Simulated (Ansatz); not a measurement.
**Worked example: GeH3Br + CHBrCl → GeH3 + CHBr2Cl**

Species: GeH3Br `[GeH3][Br]`, singlet; CHBrCl `Cl[CH]Br`, doublet; GeH3 `[GeH3]`, doublet; CHBr2Cl (chlorodibromomethane) `ClC(Br)Br`, singlet. A radical takes Br: the energy is the difference in strength between the Ge–Br bond broken and the C–Br bond made.

Shapes, held fixed at every level: PBE0-D4/def2-TZVP. Programs: Ansatz 0.2.0. The zero-point and thermal change to 298 K, harmonic and unscaled (PBE0-D4/def2-TZVP), is -0.1 kJ/mol.

At CCSD(T)/def2-TZVPP; 1 Eh = 2625.50 kJ/mol:

| species | energy (Eh) |
| --- | --- |
| GeH3Br | -4650.143558 |
| CHBrCl | -3070.999764 |
| GeH3 | -2077.343756 |
| CHBr2Cl | -5643.761197 |

Q: Work out ΔH(298 K) of the reaction at this level.

A: 
1. Products less reactants: (-2077.343756) + (-5643.761197) − [(-4650.143558) + (-3070.999764)] = 0.038369 Eh = +100.7 kJ/mol.
2. With the thermal change: +100.7 + (-0.1) = +100.6 kJ/mol.

Other levels give +86.6 (MP2/def2-TZVPP) to +118.3 kJ/mol (BHLYP-D4/def2-TZVPP). No measured value is set beside it here. Open shells run unrestricted. Relativity is left out for Br, Ge. Outer-core shells of Br, Ge are correlated, in sets that cover them unevenly. The median of the other levels is +111.0 kJ/mol.
